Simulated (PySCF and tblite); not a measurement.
Results of a calculation; reference values are marked as such.
System: C₅H₁₃Si (charge +1), numbered as in [CH3:1][C+:2]([CH3:3])[C@@H:4]([CH3:5])[SiH3:6].

Level: PBE0/pcSseg-1 + D3(BJ), IEF-PCM cyclohexane on PBE0-D3(BJ)/def2-SVP stationary points, with GFN2-xTB thermal terms. Rate constants are transition-state-theory values, counting equivalent paths, without tunnelling. Programs: tblite and PySCF.

The ion is treated without a counter-ion.

Task: Estimate the barrier and the room-temperature rate of the shift of H on C1 from C1 to C2.

Result: The electronic barrier is 48.7 kcal/mol and ΔG‡(298 K) 47.8 kcal/mol, over a C1 saddle with an imaginary mode of 298i cm⁻¹ (GFN2-xTB). With 1 equivalent path, k is 5.8×10⁻²³ s⁻¹, a mean lifetime of the start of 5.5×10¹⁴ years against this motion. The end lies 22.7 kcal/mol above the start in free energy.
